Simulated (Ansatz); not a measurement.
## Stretch profile

CH4AlI (SMILES [CH3][AlH][I]), singlet, at its PBE0-D4/def2-TZVP minimum:

C1  (-0.778, 0.467, -0.321)
Al2  (0.911, -0.361, 0.156)
I3  (0.961, -2.113, 1.915)
H4  (-0.728, 1.550, -0.166)
H5  (-1.616, 0.075, 0.258)
H6  (-0.990, 0.311, -1.384)
H7  (2.300, 0.002, -0.505)
(Å)

The bond length C1–H6 (1.095 Å at the minimum) is set to the values below, with the rest relaxed at PBE0-D4/def2-TZVP at each step. Each method's energies count from its own value at the PBE0-D4 minimum structure. Ansatz 0.2.0; basis: def2-TZVPP; cores frozen in the correlated methods. Filled d shells of the heavier atoms are correlated. Core potentials replace the inner electrons of the atoms past krypton. The def2 sets are not built for correlating such inner shells, so the correlated values are less sure here. B3LYP uses VWN-RPA correlation.

```csv
bond length (Å),CCSD(T) (eV),r2SCAN-D4 (eV),MP2 (eV),B3LYP-D4 (eV),PBE-D4 (eV)
0.898,0.922,0.914,0.907,0.901,0.958
0.944,0.485,0.481,0.472,0.472,0.514
1.012,0.123,0.122,0.115,0.118,0.140
1.091,0.000,0.000,0.000,0.000,0.001
1.178,0.090,0.090,0.100,0.092,0.075
1.272,0.346,0.347,0.373,0.349,0.314
1.373,0.712,0.714,0.764,0.710,0.662
1.478,1.124,1.128,1.210,1.117,1.060
1.588,1.536,1.545,1.670,1.542,1.474
```

Minimum and curvature along this coordinate at CCSD(T): A fifth-order fit through the nearest points gives 1.094 Å, with a curvature of about 31 eV/Å².

Largest difference from the CCSD(T) curve over the scan: PBE0-D4 0.054; wB97M-V 0.069; HF 0.179 eV. Each curve counts from its own value at the minimum.

No T1 diagnostic of these runs exceeds 0.012.

For scale, one of the runs: CCSD(T)/def2-TZVPP, 179 basis functions (an equivalent command: `ansatz run in.yaml --threads 4`). The run took 35 s on 4 CPU threads (shared host), with 1.9 GiB of host memory at its peak.
